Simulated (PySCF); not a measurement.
# Radial density of Cl⁺ (chlorine, charge +1)

UHF, [Ne] 3s2 3p4, high-spin 3P determinant. Computed with PySCF 2.14 in Sapporo-DZP-2012 (5s4p2d, 27 functions), with scalar relativity by spin-free X2C-1e.

| r (bohr) | 4πr²ρ (e/bohr) | 4πr²(ρα − ρβ) |
| --- | --- | --- |
| 0.00171 | 0.1093 | 0.0000 |
| 0.00287 | 0.3018 | 0.0000 |
| 0.00483 | 0.8046 | 0.0001 |
| 0.00813 | 2.024 | 0.0002 |
| 0.0137 | 4.759 | 0.0005 |
| 0.0230 | 9.807 | 0.0017 |
| 0.0387 | 16.44 | 0.0069 |
| 0.0651 | 19.58 | 0.0301 |
| 0.109 | 15.33 | 0.1134 |
| 0.184 | 14.17 | 0.2691 |
| 0.310 | 19.41 | 0.2508 |
| 0.521 | 11.13 | -0.0160 |
| 0.876 | 3.552 | 0.6443 |
| 1.47 | 4.171 | 1.3735 |
| 2.48 | 1.202 | 0.4338 |
| 4.17 | 0.04831 | 0.0151 |
| 7.01 | 8.464e-05 | 0.0000 |

Densities and radii are taken from the X2C orbitals without a picture-change correction, which distorts them close to the nucleus.

**Question.** Where is the radial spin density 4πr²(ρα − ρβ) most negative, and why is it negative at all?

**Answer.** Around r = 0.521 bohr, down to -0.0160 e/bohr: exchange with the open shell polarises the paired shells in an unrestricted calculation.
